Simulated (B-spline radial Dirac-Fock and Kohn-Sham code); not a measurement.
# Auger parameter of gallium: the K level and its strongest K-LL line

Calculated with a radial atomic solver, using Dirac-Fock (average of configuration) total-energy differences with a finite nucleus, the Breit interaction including its frequency dependence, and self-energy and vacuum-polarisation corrections. The modified Auger parameter α′ is the binding energy plus the kinetic energy of the Auger electron; it does not depend on the energy zero. For free ions it tends to fall with charge, since less charge screens the final holes.

```
            species      configuration  binding 1s (eV)  Auger line  kinetic (eV)  α′ (eV)
                 Ga  [Ar] 3d10 4s2 4p1          10375.9    L2L3 J=2        8022.1  18398.0
                Ga⁺      [Ar] 3d10 4s2          10385.6    L2L3 J=2        8010.3  18395.9
   Ga⁺ (Watson 2 Å)      [Ar] 3d10 4s2          10378.5    L2L3 J=2        8017.5  18396.0
 Ga⁺ (Watson 2.7 Å)      [Ar] 3d10 4s2          10380.3    L2L3 J=2        8015.7  18395.9
               Ga²⁺      [Ar] 3d10 4s1          10398.6    L2L3 J=2        7995.8  18394.4
Ga²⁺ (Watson 1.8 Å)      [Ar] 3d10 4s1          10382.7    L2L3 J=2        8011.8  18394.5
               Ga³⁺          [Ar] 3d10          10413.1    L2L3 J=2        7980.3  18393.4
               Ga³⁺       [Ar] 3d9 4s1          10424.8    L2L3 J=2        7964.3  18389.1
Ga³⁺ (Watson 2.7 Å)          [Ar] 3d10          10397.1    L2L3 J=2        7996.3  18393.4
  Ga³⁺ (Watson 3 Å)          [Ar] 3d10          10398.7    L2L3 J=2        7994.7  18393.4
               Ga⁴⁺           [Ar] 3d9          10441.0    L2L3 J=2        7947.5  18388.4
               Ga⁵⁺           [Ar] 3d8          10471.8    L2L3 J=2        7911.8  18383.6
               Ga⁶⁺           [Ar] 3d7          10505.3    L2L3 J=2        7873.6  18378.9
               Ga⁷⁺           [Ar] 3d6          10541.6    L2L3 J=2        7832.9  18374.4
```
